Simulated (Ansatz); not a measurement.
`C[Si](Cl)(Cl)Cl` and `CC(C)[Si](Cl)(Cl)Cl` differ in one atom or group.

Ansatz, PBE0-D4/def2-TZVP geometries, multiplicity 1. Each molecule was computed in one conformer, which needn't be the lowest.

```csv
property,`C[Si](Cl)(Cl)Cl`
LUMO energy (ωB97M-V/def2-TZVPP) / eV,2.27
size of the dipole moment (PBE/def2-TZVPP) / D,1.90
HOMO energy (B3LYP/def2-TZVPP) / eV,-8.86
LUMO energy (PBE/def2-TZVPP) / eV,-0.76
LUMO energy (PBE0/def2-TZVPP) / eV,0.27
HOMO energy (PBE0/def2-TZVPP) / eV,-9.16
```

Q: What does the change do to each property? (An estimate is asked.)

A: Computed: 
```csv
property,`CC(C)[Si](Cl)(Cl)Cl`,shift
LUMO energy (ωB97M-V/def2-TZVPP) / eV,2.25,-0.02
size of the dipole moment (PBE/def2-TZVPP) / D,2.12,0.22
HOMO energy (B3LYP/def2-TZVPP) / eV,-8.46,0.40
LUMO energy (PBE/def2-TZVPP) / eV,-0.72,0.04
LUMO energy (PBE0/def2-TZVPP) / eV,0.31,0.04
HOMO energy (PBE0/def2-TZVPP) / eV,-8.65,0.51
```

The zero-point energy changes by 150.2 kJ/mol with +18 modes. Dipoles are sizes alone; their direction can turn.

B3LYP here is the variant with VWN-RPA as its local correlation; programs differ in this.
